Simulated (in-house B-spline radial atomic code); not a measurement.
# Ionising Sn VIII (Sn7+) with different functionals

Computed with an all-electron radial atomic-structure program (B-spline basis): scalar-relativistic (spin-free X2C) Hamiltonian, Fermi nucleus of rms radius 4.6519 fm, spin-polarised at highest spin, spherical fractional occupations for the functionals, the average over the highest-spin determinants for Hartree-Fock. The ionisation energy is the difference of two self-consistent energies, [Kr] 4d7 → [Kr] 4d6, without Breit or QED terms; ε is the level of the shell that loses the electron (its least bound occupied spin orbital). There is no spin-orbit coupling in this Hamiltonian.

Hybrids are left out here: with spherical fractional occupations of an open shell their exact exchange keeps a self-interaction that integer-occupation calculations don't have.

```
           method          rung  ΔSCF (eV)  -ε(4d) (eV)
     Hartree-Fock  Hartree-Fock     134.09       135.43
         LDA VWN5           LDA          ?            ?
         LDA PW92           LDA     136.40       125.96
LDA exchange-only           LDA     134.09       123.73
              PBE           GGA     136.05       125.64
           PBEsol           GGA     136.04       125.63
             BLYP           GGA     135.86       125.44
             RPBE           GGA     135.99       125.59
             PW91           GGA     136.18       125.76
             BP86           GGA     136.17       125.75
             AM05           GGA     136.13       125.70
             OLYP           GGA     136.46       126.03
             TPSS      meta-GGA     135.88       125.51
             SCAN      meta-GGA          ?            ?
           r2SCAN      meta-GGA     135.67       125.47
          revTPSS      meta-GGA     135.81       125.44
```

(1) What does SCAN give?

(2) What does LDA VWN5 give?

(3) How do they compare with the NIST value?

## Answers

(1) ΔSCF 135.66 eV, and -ε(4d) = 125.44 eV.

(2) ΔSCF 136.41 eV, and -ε(4d) = 125.97 eV.

(3) NIST lists 135 eV ± 2.1 (tabulated theory, ground level to ground level). Errors run from -0.91 to +1.46 eV; all lie within about twice that uncertainty, so the table can't rank the methods. Hartree-Fock also lacks correlation.
